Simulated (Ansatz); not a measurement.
Harmonic frequencies (cm⁻¹) at PBE0-D4/def2-TZVP from Ansatz: 130, 162, 443, 460, 644, 705, 785, 856, 926, 959, 1182, 1225, 1417, 1679, 2243, 2249, 3040, 3425.

Each molecule was computed in one conformer, which needn't be the lowest.

Question: Which molecule is it?
A. `F/C=N/[SiH3]`
B. `N=C[SiH2]F`
C. `F[SiH]1CN1`
D. `[BH]1[AlH][O][GeH2]1`

Answer: B.
